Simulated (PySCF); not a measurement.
# Deuteron quadrupole couplings in `CCCC/P=C(\F)C(C)C`

Species: C8H16FP.
Cartesian coordinates in Å at the PBE0-D3(BJ)/def2-SVP level; atoms count from 1:
```
atom  x, y, z in Å
C1     3.8054    0.6652   -0.3918
C2     3.4133   -0.8026   -0.3095
C3     1.9082   -1.0504   -0.2487
C4     1.2322   -0.4675    0.9918
P5    -0.5612   -0.9420    1.1568
C6    -1.2610    0.1224    0.0503
F7    -0.5318    1.0151   -0.6416
C8    -2.7162    0.2434   -0.2812
C9    -3.5711   -0.8323    0.3720
C10   -3.2156    1.6521    0.0523
H11    4.8950    0.7835   -0.4958
H12    3.5012    1.2232    0.5074
H13    3.3318    1.1551   -1.2581
H14    3.8181   -1.3367   -1.1862
H15    3.8930   -1.2661    0.5714
H16    1.4286   -0.6244   -1.1466
H17    1.7193   -2.1371   -0.2885
H18    1.7333   -0.8377    1.9027
H19    1.3103    0.6308    1.0033
H20   -2.7741    0.1207   -1.3811
H21   -4.6200   -0.7221    0.0592
H22   -3.2339   -1.8425    0.0974
H23   -3.5353   -0.7527    1.4707
H24   -4.2519    1.7845   -0.2931
H25   -3.1911    1.8177    1.1411
H26   -2.5921    2.4198   -0.4263
```

Level: PBE0/pcSseg-1 (PySCF, non-relativistic); Q(2H) = 0.00286 b; rigid geometry, the same for H and D, with no vibrational averaging.

**Question.** Rank these positions by the coupling χzz of a deuteron there, largest first.
A. H17 (methylene hydrogen)
B. H20 (methine hydrogen)
C. H22 (methyl hydrogen)

**Answer.** C (196 kHz), A (190 kHz), B (183 kHz).

**Question.** Give the electric field gradient Vzz (the principal value of largest size), its asymmetry and the 2H coupling at each hydrogen.

**Answer.** 
```tsv
atom	bonded to	bond length (Å)	Vzz (au)	η	χzz (kHz)
H11	C1	1.101	0.2930	0.02	197
H12	C1	1.101	0.2917	0.02	196
H13	C1	1.102	0.2896	0.02	195
H14	C2	1.104	0.2848	0.02	191
H15	C2	1.105	0.2825	0.02	190
H16	C3	1.103	0.2819	0.03	189
H17	C3	1.104	0.2833	0.04	190
H18	C4	1.104	0.2858	0.03	192
H19	C4	1.101	0.2896	0.03	195
H20	C8	1.108	0.2728	0.02	183
H21	C9	1.100	0.2931	0.03	197
H22	C9	1.100	0.2912	0.03	196
H23	C9	1.102	0.2866	0.03	193
H24	C10	1.100	0.2927	0.03	197
H25	C10	1.102	0.2886	0.03	194
H26	C10	1.099	0.2923	0.02	196
```

**Question.** How does χzz go with the bond length over the 16 C–H bonds?

**Answer.** A straight-line fit has a slope of -15.2 kHz for each 0.01 Å, with a correlation coefficient of -0.95, over lengths from 1.099 to 1.108 Å. The longer bonds have the smaller couplings here.

**Question.** A static deuteron (I = 1) shows a doublet split by (3/2)χ, (3/4)χ(1 + η) and (3/4)χ(1 − η) with the field along z, y and x of the gradient. What are these for H11?

**Answer.** With |χ| = 196.9 kHz and η = 0.019: 295, 150 and 145 kHz, to first order and without motion.

Geometry: PBE0-D3(BJ)/def2-SVP, one conformer, isolated molecule. With so small a basis the couplings can be 20 % off.
